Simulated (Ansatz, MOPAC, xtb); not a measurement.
The molecule LiN-, multiplicity 4 (lowest of 2S+1 = 2, 4 at CCSD(T)/def2-TZVPP on PBE0 minima; our sources give no spin for the ground state, which may be another).

The constants come from a fifth-degree fit in 1/R (seven points, main isotopes). Runs in def2 and cc sets follow the lowest solution found near the PBE0 minimum.

The values were computed with Ansatz (a program for electronic structure) with Gaussian orbitals; MOPAC for AM1, PM3 (differences of heats of formation); xtb for the GFN methods. Values without a source in brackets are computed. The GFN methods have no spin term and hold the electronic entropy of 300 K.

```
level                                  r_e (Å)  ω_e (cm⁻¹)  ω_e x_e (cm⁻¹)  α_e (cm⁻¹)
-------------------------------------  -------  ----------  --------------  ----------
AM1                                      1.995         668             6.5       0.010
PM3                                      1.885         681             5.9      0.0088
GFN2-xTB                                 2.043         352             5.8       0.025
SVWN5/def2-TZVPP                         1.927         559             8.7       0.021
PBE/def2-TZVPP                           1.955         541             7.9       0.021
r2SCAN/def2-TZVPP                        1.965         530             8.8       0.021
B97M-V/def2-TZVPP                        1.947         543             8.8       0.021
B3LYP/def2-TZVPP                         1.937         563             8.0       0.020
PBE0/def2-TZVPP                          1.933         573             7.9       0.020
BHLYP/def2-TZVPP                         1.916         594             7.8       0.019
CAM-B3LYP/def2-TZVPP                     1.923         582             7.7       0.019
wB97X-V/def2-TZVPP                       1.937         577             7.2       0.018
wB97M-V/def2-TZVPP                       1.935         564             7.9       0.020
B2PLYP/def2-TZVPP                        1.934         573             7.8       0.019
CCSD/aug-cc-pVTZ                         1.942         573             7.1       0.018
CCSD/def2-TZVPP                          1.939         575             7.8       0.019
CCSD/aug-cc-pVQZ                         1.934         584             7.2       0.018
CCSD/def2-QZVPP                          1.932         584             7.0       0.018
CCSD(T)/aug-cc-pVTZ                      1.949         564             7.0       0.018
CCSD(T)/def2-TZVPP                       1.944         567             7.9       0.019
CCSD(T)/aug-cc-pVQZ                      1.940         575             7.2       0.018
CCSD(T)/def2-QZVPP                       1.937         577             7.0       0.018
CCSD(T)/CBS(aug-cc-pVTZ, aug-cc-pVQZ)    1.937         579             7.2       0.018
```

Correlated levels freeze the inner cores; with def2 sets outer-core shells near the valence are correlated too. CBS(a, b) extrapolates the correlation energy as X⁻³ and adds the Hartree–Fock energy of set b. The state that AM1, PM3 reach isn't checked.
